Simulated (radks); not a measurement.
Polarisability of the boron ion B3+, [He], at imaginary frequency. Calculated with a radial shooting solver on a logarithmic mesh with Libxc functionals: non-relativistic Kohn-Sham, exchange-only LDA, spin-unpolarised, spherical densities, point nucleus. Response by self-consistent Sternheimer equations with the Hartree and adiabatic exchange-only LDA kernel.

w (hartree),alpha1(iw) (bohr^3),alpha2(iw) (bohr^5)
0.00266,0.02108,0.003954
0.0143,0.02108,0.003954
0.0360,0.02108,0.003954
0.0697,0.02108,0.003954
0.118,0.02107,0.003954
0.186,0.02107,0.003953
0.280,0.02105,0.003951
0.413,0.02103,0.003948
0.605,0.02096,0.003941
0.892,0.02083,0.003925
1.35,0.02052,0.003888
2.12,0.01976,0.003794
3.59,0.01773,0.003532
6.94,0.01257,0.002765
17.5,0.004356,0.001146

Static values: alpha1 = 0.02108 bohr^3 (0.003124 angstrom^3; uncoupled 0.02204), alpha2 = 0.003954 bohr^5, alpha3 = 0.001871 bohr^7. C6 = 0.002867, C8 = 0.003010, triple-dipole C9 = 0.00004450 atomic units. One-pole (London) frequency 4 C6 / (3 alpha1^2) = 8.602 hartree, against 8.334 for minus the highest occupied eigenvalue. The dipole shielding factor is 0.400, as the force sum rule N/Z = 0.400 demands.
